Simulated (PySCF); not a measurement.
**Exercise with solution: chemical shift, span and skew from a shielding tensor**

C4H6BNO, SMILES CC1=CB(O)C=N1. Atoms are numbered in the order given.

```xyz
13

C     -0.4330     2.5044     0.0000
C     -0.1809     1.0392     0.0000
C     -1.0619    -0.0011     0.0000
B     -0.1525    -1.2677     0.0000
O     -0.4161    -2.5990     0.0000
C      1.3309    -0.6235     0.0000
N      1.2498     0.6674     0.0000
H      0.0573     2.9679     0.8834
H     -1.5104     2.7517     0.0000
H      0.0573     2.9679    -0.8834
H     -2.1513     0.1430     0.0000
H     -1.3728    -2.7895     0.0000
H      2.3324    -1.0958     0.0000
```
Charge 0, spin multiplicity 1.

Coordinates come from a PBE-D3(BJ)/def2-SVP optimisation. This is a generated structure with no PubChem entry under its InChIKey; it may be hypothetical. Other conformers were not sampled.

GIAO shieldings from PBE/pcSseg-1 in PySCF, non-relativistic, no solvent. The symmetric part of the tensor of C2 has the principal values -138.3, 0.3, 87.5 ppm. The same nucleus in TMS has σ = 182.0 ppm at this level (PySCF, at its B3LYP-D3(BJ)/def2-TZVP geometry).

Question: Work out the isotropic shielding, the ¹³C shift against TMS, the span and the skew.

Answer: 
σ(iso) = (σ11 + σ22 + σ33)/3 = -16.8 ppm. δ = σ(ref) − σ(iso) = 182.0 − (-16.8) = 198.8 ppm.
Span Ω = σ33 − σ11 = 225.8 ppm. Skew κ = 3(σ(iso) − σ22)/Ω = -0.23. Tumbling in solution averages the tensor to δ; in a static solid the shielding alone would spread this spin-1/2 line over Ω.
